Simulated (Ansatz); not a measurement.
[NbO2Cl2]- (NbCl₂O₂⁻), relaxed as a singlet with RKS PBE0-D4/def2-SVPD in Ansatz, starting from the GFN2-xTB geometry. Force threshold 0.02 eV/Å.

In the def2 sets Nb takes a core potential; there is no spin–orbit coupling. The relaxation made no stability test and no search for a lower SCF solution.

Start:

```xyz
5

Nb    0.1561   -0.0611   -0.0429
O     1.0030    0.4476   -1.4305
O     0.9820   -1.2182    0.8951
Cl   -1.8520   -0.9222   -0.6771
Cl   -0.2892    1.7539    1.2555
```

Task: Estimate the energy that the relaxation releases and the steps that it takes.

Result: 8.0 kcal/mol, in 4 steps; 8 s on 4 threads of Arm Neoverse V1 on a shared host. No frequencies were taken in this run, so the end may be a saddle point.

Task: Does the start keep its bonding and symmetry?

Result: By distances, no bond broke or formed. The bond that changes most is Nb1–Cl4, from 2.28 to 2.41 Å (atoms count from 1). Point group C2v at the start, C2v at the end, both within 0.05 Å.

Task: Predict the relaxed structure.

Result: 
```
atom    x (Å)    y (Å)    z (Å)
 Nb1   0.1230  -0.0480  -0.0333
  O2   1.0620   0.3987  -1.4116
  O3   1.0426  -1.2169   0.8436
 Cl4  -1.9605  -1.0165  -0.7463
 Cl5  -0.2671   1.8827   1.3476
```
Bond lengths: 2 × Nb–O 1.73 Å; 2 × Cl–Nb 2.41 Å.
